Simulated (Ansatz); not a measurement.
C$_{4}$H$_{10}$F$_{3}$NZr (`CC(C)(C)[NH][Zr]([F])([F])[F]`). The species carries charge 0 and has multiplicity 1. Correlated methods include outer-core shells of Zr, which these sets cover unevenly. Zr: def2 effective core potential.

```xyz
19

C    -0.6572   -0.7493    0.9950
C    -0.0436    0.4682    0.3107
C     1.0872    1.0277    1.1693
C    -1.1150    1.5333    0.0947
N     0.4878    0.0346   -0.9823
Zr    0.4611   -1.8041   -1.7966
F     1.3258   -1.6412   -3.4854
F    -1.3485   -2.4024   -1.9799
F     1.3741   -3.0332   -0.6468
H    -1.0701   -0.4794    1.9683
H    -1.4781   -1.1654    0.4009
H     0.0949   -1.5267    1.1684
H     0.7145    1.3559    2.1431
H     1.8570    0.2698    1.3294
H     1.5523    1.8883    0.6806
H    -1.9285    1.1390   -0.5177
H    -0.6950    2.4044   -0.4159
H    -1.5297    1.8712    1.0480
H     0.9110    0.8094   -1.4837
```

(1) Give the diagnostics of a CCSD(T)/def2-TZVPP run (frozen core, the Gaussian-basis code of Ansatz). (Best estimate.)

Answers

(1) Ansatz gave: T1 = 0.0150, largest single amplitude 0.035, largest double 0.020, (T) share of the correlation energy 3.7 %, 11 CCSD cycles. The RHF solution is stable towards an unrestricted one. T1 lies under the customary mark of 0.02 for closed shells.
